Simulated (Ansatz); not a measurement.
Reactions of C2H5FS2Si, SMILES `C=C(S)S[SiH2]F`.

Isolated molecules relaxed with PBE0-D4/def2-TZVP in Ansatz; ΔE leaves out vibrations. CBS: MP2 limit from def2 TZ/QZ plus the TZ coupled-cluster correction, frozen cores. This one scheme is used for every species, atoms too. DFT in def2-TZVPP. Open shells (•) are unrestricted, without spin–orbit coupling. Spin–orbit coupling would lower the free atoms: a little for C, F, S, Si. For Se outer-core shells are correlated without core-valence functions, so the limit isn't a true one: a few kJ/mol of doubt a bond, and 10 to 20 or more in all where bonds break to atoms. Scalar relativity is left out up to krypton. One conformer a species, not always the lowest.

```json
{"reaction": "`C=C(S)S[SiH2]F` → `F/C=C(\\[SiH3])SS`", "PBE-D4 (kJ/mol)": "228"}
{"reaction": "`C=C(S)S[SiH2]F` + `O[SiH3]` → `O[SiH2][SiH2]F` + `C=C(S)S`", "PBE-D4 (kJ/mol)": "70"}
{"reaction": "`C=C(S)S[SiH2]F` + `BN` → `BN[SiH2]F` + `C=C(S)S`", "PBE-D4 (kJ/mol)": "18"}
{"reaction": "`C=C(S)S[SiH2]F` + `OC[SeH]` → `F[SiH2]OC[SeH]` + `C=C(S)S`", "PBE-D4 (kJ/mol)": "-32"}
{"reaction": "`C=C(S)S[SiH2]F` + BH₃ → `BC(=C)S[SiH2]F` + H₂S", "PBE-D4 (kJ/mol)": "-74"}
{"reaction": "`C=C(S)S[SiH2]F` + `N[SiH](O)F` → `O[SiH](F)N[SiH2]F` + `C=C(S)S`", "PBE-D4 (kJ/mol)": "-2"}
{"reaction": "`C=C(S)S[SiH2]F` → 2 C• + F• + 5 H• + 2 S• + Si•", "PBE-D4 (kJ/mol)": "4131"}
{"reaction": "`C=C(S)S[SiH2]F` + `C=N` → `C=N[SiH2]F` + `C=C(S)S`", "PBE-D4 (kJ/mol)": "16"}
{"reaction": "`C=C(S)S[SiH2]F` → `C=C(S)S` + `F[SiH]`", "PBE-D4 (kJ/mol)": "265"}
{"reaction": "`C=C(S)S[SiH2]F` + `[SiH3]N[SiH3]` → `F[SiH2]N([SiH3])[SiH3]` + `C=C(S)S`", "PBE-D4 (kJ/mol)": "-8"}
```

Problem. Give the CCSD(T)/CBS values in the same order. (Estimate.)

Solution. Computed: 257, 82, 6, -46, -73, -11, 4044, 14, 269, -16 kJ/mol.

Largest T1 diagnostic: 0.015, for `F[SiH]`.
